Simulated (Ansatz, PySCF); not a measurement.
ClFH₄N₂Sn, SMILES [Cl][Sn]([NH2])([F])[NH2].

The structure is a stationary point at r2SCAN-D4/def2-SVP. The structure was generated by enumeration; whether it is a known compound was not checked. The def2 effective core potentials stand for the cores of Sn; spin–orbit coupling is left out. The values are those of a single conformer.

Vertical ionisation energy (IE) and electron affinity (EA) in eV. Rows of orbital energies are one-electron estimates. Where ΔSCF, EOM or ADC give a negative EA the extra electron is unbound and the value depends on the basis.

| level | IE | EA |
|---|---|---|
| −ε(HOMO), −ε(LUMO), M06-2X/def2-TZVP (PySCF) | 9.77 | 0.79 |
| −ε(HOMO), −ε(LUMO), PBE/def2-TZVP (PySCF) | 6.86 | 2.76 |
| ΔSCF, CAM-B3LYP/def2-SVPD (Ansatz), final states of multiplicity 2 and 2 | 10.67 | 0.34 |
| ΔSCF, PBE/def2-SVPD (Ansatz), final states of multiplicity 2 and 2 | 9.87 | 0.48 |

**Question.** What vertical singlet–triplet gap does ΔSCF give with CAM-B3LYP/def2-SVPD (Ansatz, an electronic-structure program) and with PBE/def2-SVPD (Ansatz)? (An estimate is asked for; the answer gives what the named calculation found.)

**Answer.** 4.90 and 4.14 eV (triplet above singlet where positive).
